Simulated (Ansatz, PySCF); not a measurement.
Species: sum formula BNH3, net charge 0, doublet state. It need not be the lowest isomer of its formula. SMILES: [BH]N
Geometry from a B3LYP-D3(BJ)/def2-TZVP (Ansatz, a quantum-chemistry and plane-wave program) optimisation:
```
N
H 1 1.0078
H 1 1.0126 2 112.87
B 1 1.3753 2 123.32 3 -180.00
H 4 1.1913 1 125.43 2 180.00
```
Charge 0, spin multiplicity 2.

Wanted: atomisation energy (electronic, to ground-state atoms), in kcal/mol. Cores are frozen in the correlated levels unless marked. Open shells are spin-unrestricted. No spin-orbit coupling. Non-relativistic. The coupled-cluster limit lacks core correlation, which all-electron functionals hold. Basis-set limits of correlation are two-point, X^-3; Hartree-Fock from the larger set. The bracket is a focal-point correction in the basis named.

| level | program | atomisation energy (kcal/mol) | minus last row |
|---|---|---|---|
| HF/cc-pVDZ | Ansatz | 276.6 | -111.4 |
| TPSS-D3(BJ)/def2-TZVPD | PySCF + dftd3 | 397.7 | 9.7 |
| PW6B95-D4/def2-TZVPD | PySCF + dftd4 | 392.7 | 4.7 |
| B2PLYP-D3(BJ)/def2-TZVPD | Ansatz + dftd3 | 389.6 | 1.6 |
| PBE-QIDH/def2-TZVPD | Ansatz | 386.0 | -2.0 |
| CCSD/6-31G* | Ansatz | 341.6 | -46.4 |
| CCSD/def2-TZVPPD | Ansatz | 373.2 | -14.8 |
| CCSD/CBS(def2-TZVPP,def2-QZVPP) | Ansatz | 382.4 | -5.6 |
| RI-MP2/CBS(def2-TZVPP,def2-QZVPP)+[CCSD(T)-MP2]/def2-SVP | Ansatz | 389.3 | 1.3 |
| CCSD(T)/CBS(def2-TZVPPD,def2-QZVPPD) | Ansatz | 388.0 | 0.0 |
